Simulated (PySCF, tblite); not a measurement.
Isomers of C7H7FN (doublet state). Level: GFN2-xTB in tblite, geometry and Hessian alike; calculated harmonic values, unscaled, isolated species. Errors from tens to a few hundred cm⁻¹ against measured bands are possible. One conformer each. Open shells enter through the occupations alone, without spin polarisation, and single modes of such species can be off by tens of per cent.

Electronic energies: B3LYP/pcH-1 single points on the GFN2-xTB geometries (PySCF, gas phase).

```
                      SMILES  electronic energy, lowest = 0 (kcal/mol)
            [NH]c1cccc(CF)c1                                       5.6
            Cc1ccc([NH])cc1F                                       0.0
[H]/N=C\C1=C[CH][C@H](F)C=C1                                      20.2
           C[C]1CCC(C#N)=C1F                                       9.2
              [NH]c1ccccc1CF                                       3.0
```

How do GFN2-xTB zero-point energies change the relative energies?

| SMILES | ZPE (kcal/mol) | of it from modes above 1550 cm⁻¹ | electronic (kcal/mol) | with ZPE, lowest = 0 (kcal/mol) | lowest mode (cm⁻¹) | rings |
| --- | --- | --- | --- | --- | --- | --- |
| Cc1ccc([NH])cc1F | 75.1 | 33.3 | 0.0 | 0.0 | 24 | 1 |
| [NH]c1ccccc1CF | 75.4 | 33.0 | 3.0 | 3.3 | 53 | 1 |
| [NH]c1cccc(CF)c1 | 75.3 | 33.1 | 5.6 | 5.7 | 14 | 1 |
| C[C]1CCC(C#N)=C1F | 75.1 | 35.3 | 9.2 | 9.2 | 80 | 1 |
| [H]/N=C\C1=C[CH][C@H](F)C=C1 | 74.7 | 35.2 | 20.2 | 19.9 | 53 | 1 |

The zero-point energies span 0.7 kcal/mol, from `[H]/N=C\C1=C[CH][C@H](F)C=C1` to `[NH]c1ccccc1CF`. The order is unchanged.

And how do the electronic energies of GFN2-xTB itself compare?

`Cc1ccc([NH])cc1F` 0.0; `[NH]c1ccccc1CF` 4.6; `[NH]c1cccc(CF)c1` 6.9; `C[C]1CCC(C#N)=C1F` 8.9; `[H]/N=C\C1=C[CH][C@H](F)C=C1` 20.9 kcal/mol, lowest = 0. Against the energies above, taken from the same isomer `Cc1ccc([NH])cc1F`, the largest difference is 1.6 kcal/mol.

What do entropy and thermal enthalpy add at 298.15 K and 1 bar (rigid rotor, harmonic oscillator, one conformer each)?

```csv
SMILES,point group,symmetry number,S (cal/(mol K)),H − H(0) (kcal/mol),ZPE + H − H(0) − TS (kcal/mol)
[NH]c1ccccc1CF,Cs,1,90.2,5.64,54.2
C[C]1CCC(C#N)=C1F,Cs,1,94.6,6.26,53.1
[H]/N=C\C1=C[CH][C@H](F)C=C1,C1,1,90.8,5.74,53.4
```

S holds R ln(2S + 1) for the spin.

Not tabulated: `Cc1ccc([NH])cc1F` (lowest mode only 24 cm⁻¹); `[NH]c1cccc(CF)c1` (lowest mode only 14 cm⁻¹).
